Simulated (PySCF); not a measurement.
**Charge on either side of a bond**

Compound: C7H13NSi.
Atom-mapped SMILES: `[CH:1]#[C:2][C@:3]([CH3:4])([CH2:5][CH:6]=[CH2:7])[NH:8][SiH3:9]` (hydrogens: H10 on C1; H11, H12, H13 on C4; H14, H15 on C5; H16 on C6; H17, H18 on C7; H19 on N8; H20, H21, H22 on Si9)

Cartesian coordinates in Å at the GFN2-xTB level; atoms count from 1:
```xyz
22
C7H13NSi angstrom
C      0.4377    1.1772   -2.8558
C      0.0200    0.8096   -1.7962
C     -0.4641    0.3286   -0.5047
C     -1.9653    0.6036   -0.4140
C      0.2745    1.1022    0.6259
C      1.7454    0.8511    0.5796
C      2.3903    0.0784    1.4344
N     -0.2041   -1.0954   -0.4205
Si    -0.9354   -2.2033    0.6694
H      0.7917    1.5123   -3.7850
H     -2.4889    0.0243   -1.1699
H     -2.3373    0.3209    0.5671
H     -2.1625    1.6605   -0.5793
H     -0.1342    0.7671    1.5807
H      0.0726    2.1690    0.5041
H      2.2690    1.3159   -0.2462
H      1.8842   -0.4003    2.2572
H      3.4491   -0.1024    1.3564
H      0.7536   -1.2892   -0.6759
H     -0.1597   -3.4283    0.4961
H     -2.3386   -2.3830    0.2887
H     -0.9085   -1.7995    2.0872
```

Atomic charges (e) from the PBE0/pcSseg-1 density (PySCF):

```tsv
atom	Mulliken	IAO	Hirshfeld	ESP-fitted
C1	-0.4122	-0.2517	-0.1151	-0.4021
C2	+0.4749	-0.0326	-0.0314	-0.1129
C3	-0.4057	+0.1405	+0.0794	+0.6275
C4	-0.1436	-0.4120	-0.1136	-0.6603
C5	-0.0339	-0.2677	-0.0738	-0.3264
C6	-0.2423	-0.1324	-0.0394	-0.0298
C7	-0.1411	-0.3217	-0.1015	-0.4972
N8	-0.5898	-0.6699	-0.2364	-0.7826
Si9	+0.5829	+0.7312	+0.3391	+0.4800
H10	+0.0393	+0.2007	+0.0908	+0.2983
H11	+0.1390	+0.1578	+0.0455	+0.2121
H12	+0.1239	+0.1384	+0.0435	+0.1765
H13	+0.1261	+0.1526	+0.0481	+0.1772
H14	+0.1172	+0.1369	+0.0403	+0.1371
H15	+0.1270	+0.1453	+0.0433	+0.1237
H16	+0.1136	+0.1489	+0.0394	+0.1248
H17	+0.1142	+0.1433	+0.0430	+0.2064
H18	+0.1159	+0.1510	+0.0459	+0.1874
H19	+0.2133	+0.2661	+0.1034	+0.3681
H20	-0.1024	-0.1190	-0.0752	-0.0837
H21	-0.0983	-0.1410	-0.0828	-0.0992
H22	-0.1179	-0.1649	-0.0923	-0.1251
```

**Question.** Cut each of the bonds C1–C2, C2–C3, C4–C3, C5–C3, C6–C5, C7–C6, N8–C3 and Si9–N8 in turn and sum the charges on the side of the atom named first.

**Answer.** In e; the other side holds the opposite charge:

```csv
bond cut,piece,atoms,Mulliken,IAO,Hirshfeld,ESP-fitted
C1–C2,CH,2,-0.373,-0.051,-0.024,-0.104
C2–C3,C2H,3,+0.102,-0.084,-0.056,-0.217
C4–C3,CH3,4,+0.245,+0.037,+0.023,-0.095
C5–C3,C3H5,8,+0.171,+0.004,-0.003,-0.074
C6–C5,C2H3,5,-0.040,-0.011,-0.013,-0.008
C7–C6,CH2,3,+0.089,-0.027,-0.013,-0.103
N8–C3,SiNH4,6,-0.112,-0.098,-0.044,-0.242
Si9–N8,SiH3,4,+0.264,+0.306,+0.089,+0.172
```

Extremes among these pieces. Mulliken: lowest CH at C1, highest SiH3 at Si9; IAO: lowest SiNH4 at N8, highest SiH3 at Si9; Hirshfeld: lowest C2H at C2, highest SiH3 at Si9; ESP-fitted: lowest SiNH4 at N8, highest SiH3 at Si9.

**Question.** Do the schemes agree better on the pieces than on the single atoms at the cuts?

**Answer.** The spread between schemes averages 0.236 e for the pieces and 0.409 e for the atoms named first; it is smaller for the piece at 7 of the 8 cuts. On average they agree better on the pieces. The sign differs between schemes (beyond ±0.03 e) for C2H at C2, CH3 at C4, C3H5 at C5 and CH2 at C7.

Geometry: GFN2-xTB, one conformer, isolated molecule.
